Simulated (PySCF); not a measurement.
# Continuum solvent and chemical shifts

Numbering as in the mapped SMILES `[CH3:1][c:2]1[n:3][n:4]([CH3:5])[n:6][c:7]1[Cl:8]`. Hydrogens are named by the atom that carries them.

GIAO PBE0/pcSseg-1 in PySCF on one PBE0-D3(BJ)/def2-SVP conformer, non-relativistic, equivalent nuclei averaged. Solvents enter as an IEF-PCM continuum (tetrahydrofuran with ε = 7.4, dichloromethane with ε = 8.9) around the gas-phase geometry. Shifts are referred to TMS computed in the same medium.

Gas phase, δ in ppm: C2 145.2, C7 143.5, C5 41.5, C1 11.5, H(C5) 3.85, H(C1) 2.29. Dipole moment 1.78 D.

(1) How does each δ change in the continuum?

(2) Which nuclei move most (in ppm), and what does the model miss?

## Answers

(1) 
```json
{"atoms": "C2", "environment": "substituted aromatic carbon next to a ring nitrogen", "Δδ, tetrahydrofuran": "+2.5", "Δδ, dichloromethane": "+2.6"}
{"atoms": "C7", "environment": "aromatic carbon bearing chlorine", "Δδ, tetrahydrofuran": "-0.2", "Δδ, dichloromethane": "-0.2"}
{"atoms": "C5", "environment": "methyl carbon bonded to N", "Δδ, tetrahydrofuran": "+1.1", "Δδ, dichloromethane": "+1.2"}
{"atoms": "C1", "environment": "methyl carbon on an aromatic ring", "Δδ, tetrahydrofuran": "+0.4", "Δδ, dichloromethane": "+0.4"}
{"atoms": "H(C5)", "environment": "hydrogen on a methyl carbon bonded to N", "Δδ, tetrahydrofuran": "+0.14", "Δδ, dichloromethane": "+0.15"}
{"atoms": "H(C1)", "environment": "hydrogen on a methyl carbon on an aromatic ring", "Δδ, tetrahydrofuran": "+0.10", "Δδ, dichloromethane": "+0.10"}
```

Changes are relative to the gas phase. The dipole moment becomes 2.07 D in tetrahydrofuran, 2.08 D in dichloromethane.

(2) C2 (substituted aromatic carbon next to a ring nitrogen, +2.6 ppm) in dichloromethane. A continuum only polarises the solute; specific hydrogen bonds, the anisotropy of aromatic solvents and changes of geometry or conformer are outside it.
